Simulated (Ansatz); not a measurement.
FGe2H5O can be A, `[OH][GeH2][GeH2][F]`, or B, `[OH][GeH]([F])[GeH3]`.

Program: Ansatz. Geometries: PBE0-D4/def2-TZVP. ΔE: electronic, gas phase. CCSD(T)/CBS adds triple-zeta CCSD(T) − MP2 to the extrapolated MP2 energy (def2 sets, frozen cores). Functionals use def2-TZVPP. B3LYP here is the variant with VWN-RPA as its local correlation; programs differ in this. For Ge outer-core shells are correlated without core-valence functions, which leaves a few kJ/mol of doubt a bond. Scalar relativity is left out up to krypton. Each species was taken in one conformer, which may not be the lowest.

A:

Z-matrix (Å, degrees):
```
Ge
Ge 1 2.439
O 1 1.789 2 107.9
H 1 1.533 2 112.2 3 -114.7
H 1 1.542 2 110.8 3 120.4
F 2 1.752 1 106.6 3 -169.9
H 2 1.540 1 113.2 3 -54.2
H 2 1.538 1 114.6 3 73.6
H 3 0.960 1 112.7 2 79.7
```

B:

Z-matrix (Å, degrees):
```
Ge
F 1 1.748
Ge 1 2.419 2 108.4
O 1 1.769 2 106.6 3 114.6
H 1 1.543 2 103.8 3 -128.6
H 3 1.534 1 109.1 2 -179.5
H 3 1.532 1 108.9 2 60.2
H 3 1.534 1 108.9 2 -60.0
H 4 0.961 1 113.4 2 66.2
```

**Question.** Which isomer does CCSD(T)/CBS put lower? Give the gap. (An estimate is asked.)

**Answer.** Ansatz gave: B, by 7.6 kcal/mol.

**Question.** Give E(B) − E(A) in kcal/mol with B3LYP-D4, B3LYP, HF/def2-TZVPP, CCSD/def2-TZVPP, MP2/def2-TZVPP, CCSD(T)/def2-TZVPP, ωB97M-V. (Estimate.)

**Answer.** Computed: B3LYP-D4 -6.8, B3LYP -6.6, HF/def2-TZVPP -6.5, CCSD/def2-TZVPP -7.5, MP2/def2-TZVPP -7.8, CCSD(T)/def2-TZVPP -7.6, ωB97M-V -7.4. None reverses the order clearly.

Largest T1 diagnostic: 0.012.

In def2-TZVPP, CCSD(T) changes the Hartree–Fock value by −1.1 kcal/mol (the triples alone add −0.1 kcal/mol) and MP2 by −1.2 kcal/mol.
